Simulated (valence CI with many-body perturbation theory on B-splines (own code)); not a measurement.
Level structure of Ba5+

Method: valence CI with perturbative core correlation (CI+MBPT): five valence electrons over a frozen Dirac-Fock core [Kr] 4d10, a basis of 9 s, 9 p, 8 d, 6 f, 3 g, 1 h functions for each j, with the one-electron correlation potential Σ1, the two-electron term Σ2, the three-electron term Σ3, Breit, model QED; selected CI, second order for the rest, scaled by the run's own slope (own B-spline code, finite nucleus).

Against 18 measured levels this calculation errs by 108 cm⁻¹ on average and by 336 at most. These come from a selection out of Sansonetti and Curry, J. Phys. Chem. Ref. Data 39, 043103 (2010). Levels without a partner in it may be off by more, other configurations by several thousand cm⁻¹. Among the levels kept, up to 550 cm⁻¹ of a level comes from second order outside the variational space, and about a tenth of that is noise between levels of different J, which matters for small intervals. 2 measured levels below the end of the list, from 179077 cm⁻¹ on, found no clear computed partner, and computed levels of the same name lie up to 144 cm⁻¹ from them.

Levels 1 to 45 of 50, with energies above the lowest level, 5s2 5p3 4S°_3/2. "Leading %" is the weight of the configuration and term that name the level; weights of strongly mixed levels are sums over their largest components and can fall short. In the jj column 3d3/2^4 stands for four electrons in 3d with j = 3/2.

```csv
No.,Configuration,Term,J,E (cm⁻¹),Leading %,g,Leading jj
1,5s2 5p3,4S°,3/2,0.0,71,1.776,5s^2 5p1/2^2 5p3/2 (72 %)
2,5s2 5p3,2D°,3/2,17333,66,1.103,5s^2 5p1/2 5p3/2^2 (75 %)
3,5s2 5p3,2D°,5/2,23639,95,1.200,5s^2 5p1/2 5p3/2^2 (95 %)
4,5s2 5p3,2P°,1/2,36323,96,0.665,5s^2 5p1/2 5p3/2^2 (96 %)
5,5s2 5p3,2P°,3/2,49719,66,1.256,5s^2 5p3/2^3 (90 %)
6,5s 5p4,4P,5/2,128110,83,1.570,5s 5p1/2^2 5p3/2^2 (79 %)
7,5s 5p4,4P,3/2,139580,80,1.663,5s 5p1/2 5p3/2^3 (58 %)
8,5s 5p4,4P,1/2,142530,78,2.593,5s 5p1/2^2 5p3/2^2 (46 %)
9,4f 5s2 5p2,4G°,5/2,148760,56,0.764,4f5/2 5s^2 5p1/2^2 (82 %)
10,4f 5s2 5p2,4G°,7/2,151920,31,1.144,4f7/2 5s^2 5p1/2^2 (79 %)
11,5s 5p4,2D,3/2,158040,59,0.942,5s 5p1/2 5p3/2^3 (44 %)
12,4f 5s2 5p2,4G°,7/2,161060,48,0.995,4f5/2 5s^2 5p1/2 5p3/2 (82 %)
13,4f 5s2 5p2,2D°,5/2,161660,47,1.010,4f5/2 5s^2 5p1/2 5p3/2 (89 %)
14,4f 5s2 5p2,4G°,9/2,163300,82,1.181,4f7/2 5s^2 5p1/2 5p3/2 (75 %)
15,5s 5p4,2D,5/2,163410,71,1.229,5s 5p1/2 5p3/2^3 (70 %)
16,4f 5s2 5p2,4D°,7/2,163810,46,1.154,4f7/2 5s^2 5p1/2 5p3/2 (73 %)
17,4f 5s2 5p2,4F°,3/2,165640,50,0.707,4f5/2 5s^2 5p1/2 5p3/2 (94 %)
18,4f 5s2 5p2,4D°,5/2,166250,53,1.262,4f7/2 5s^2 5p1/2 5p3/2 (86 %)
19,4f 5s2 5p2,2G°,9/2,167050,60,1.172,4f7/2 5s^2 5p1/2 5p3/2 (56 %)
20,4f 5s2 5p2,4G°,11/2,168950,78,1.237,4f7/2 5s^2 5p1/2 5p3/2 (74 %)
21,4f 5s2 5p2,4D°,3/2,171420,55,1.027,4f5/2 5s^2 5p1/2 5p3/2 (54 %)
22,4f 5s2 5p2,4F°,5/2,171590,43,1.014,4f5/2 5s^2 5p1/2 5p3/2 (81 %)
23,4f 5s2 5p2,4F°,7/2,171660,46,1.177,4f7/2 5s^2 5p1/2 5p3/2 (70 %)
24,4f 5s2 5p2,4D°,1/2,171830,85,0.073,4f5/2 5s^2 5p1/2 5p3/2 (64 %)
25,5s2 5p2 5d,2P,3/2,176510,28,1.050,5s^2 5p1/2^2 5d3/2 (41 %)
26,4f 5s2 5p2,2D°,3/2,177390,63,0.717,4f7/2 5s^2 5p1/2 5p3/2 (43 %)
27,4f 5s2 5p2,2G°,9/2,178420,51,1.063,4f7/2 5s^2 5p1/2 5p3/2 (53 %)
28,5s 5p4,2P,1/2,179220,31,1.205,5s 5p1/2 5p3/2^3 (32 %)
29,4f 5s2 5p2,2G°,7/2,179440,53,1.003,4f5/2 5s^2 5p1/2 5p3/2 (56 %)
30,5s2 5p2 5d,4F,3/2,180320,59,0.726,5s^2 5p1/2 5p3/2 5d3/2 (34 %)
31,4f 5s2 5p2,2F°,5/2,182500,67,0.940,4f7/2 5s^2 5p1/2 5p3/2 (74 %)
32,5s2 5p2 5d,4F,5/2,183550,58,1.125,5s^2 5p1/2^2 5d5/2 (57 %)
33,4f 5s2 5p2,4F°,9/2,186570,45,1.208,4f7/2 5s^2 5p3/2^2 (87 %)
34,4f 5s2 5p2,2F°,7/2,186930,35,1.166,4f5/2 5s^2 5p3/2^2 (54 %)
35,4f 5s2 5p2,2F°,5/2,187530,49,0.968,4f5/2 5s^2 5p3/2^2 (80 %)
36,5s2 5p2 5d,2F,5/2,191350,65,0.943,5s^2 5p1/2 5p3/2 5d3/2 (80 %)
37,4f 5s2 5p2,2H°,11/2,192290,77,1.126,4f7/2 5s^2 5p3/2^2 (74 %)
38,4f 5s2 5p2,2D°,3/2,192410,77,0.798,4f5/2 5s^2 5p3/2^2 (56 %)
39,5s2 5p2 5d,4F,7/2,192490,78,1.254,5s^2 5p1/2 5p3/2 5d5/2 (74 %)
40,5s2 5p2 5d,4D,1/2,193830,61,0.608,5s^2 5p1/2 5p3/2 5d3/2 (64 %)
41,4f 5s2 5p2,2H°,9/2,194600,49,1.011,4f5/2 5s^2 5p3/2^2 (84 %)
42,5s2 5p2 5d,2F,7/2,196100,50,1.230,5s^2 5p1/2 5p3/2 5d3/2 (47 %)
43,5s2 5p2 5d,4D,3/2,197270,72,1.126,5s^2 5p1/2 5p3/2 5d3/2 (49 %)
44,5s2 5p2 5d,4F,9/2,198780,74,1.283,5s^2 5p1/2 5p3/2 5d5/2 (76 %)
45,4f 5s2 5p2,2D°,5/2,199750,64,1.119,4f7/2 5s^2 5p3/2^2 (78 %)
```

Names give the largest LS component (configuration and term), which can be under half, so a name can repeat, a term be missing and a line seem to break the LS rules; names also repeat where a configuration has a term twice.

The ionisation energy to 5s2 5p2 3P_0 of the next ion comes out as 72.286 eV (NIST: 71 ± 2 eV (theoretical)). All 50 levels together are meant to be complete up to 208490 cm⁻¹.
